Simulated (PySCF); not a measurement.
³¹P chemical shifts

PySCF 2.14.0 with density-fitted response routines calculation with GFN2-xTB geometry and shielding tensors at PBE0/pcSseg-1 (GIAO); no solvent, one computed conformer, averaged over atoms made equivalent by symmetry, fast rotation or ring inversion, no relativistic terms.

Shieldings were converted by a linear fit to measured shifts: ³¹P: δ = 270.09 − 0.828σ (rms 18.1 ppm, 64 shifts vs H3PO4, solution or neat liquid). Occasional misses reach two or three times the rms, and more in compound classes unlike the fitted ones.

Problem. Give the ³¹P shifts of `CPc1cccc(C)c1`, `C=CP1C=CC(C)C=C1`, `CCc1pcccc1C`, `CC(C)c1ccpcc1`, `C=CC1C=CP(C)C=C1`.

Solution. 
| compound | environment | δ (ppm) |
| --- | --- | --- |
| CPc1cccc(C)c1 | phosphorus bonded to 2 C, H | -59.0 |
| C=CP1C=CC(C)C=C1 | phosphorus bonded to 3 C, in a 6-membered ring | -53.3 |
| CCc1pcccc1C | phosphorus bonded to 2 C, in a 6-membered ring | 188.4 |
| CC(C)c1ccpcc1 | phosphorus bonded to 2 C, in a 6-membered ring | 187.2 |
| C=CC1C=CP(C)C=C1 | phosphorus bonded to 3 C, in a 6-membered ring | -62.4 |
